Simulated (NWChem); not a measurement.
GeH3TeI; SMILES [GeH3][Te]I

def2 effective core potentials on Te, I; no spin-orbit coupling.

Problem. Give the equilibrium geometry at PBE0/def2-SVP with def2 effective core potentials on Te, I (NWChem) as a Z-matrix, with the point group.

Solution. point group Cs; any orientation.
```
Ge
H 1 1.5357
H 1 1.5357 2 110.97
H 1 1.5398 2 110.89 3 -123.71
Te 1 2.5731 2 109.54 3 121.09
I 5 2.7222 1 94.09 2 -60.91
```
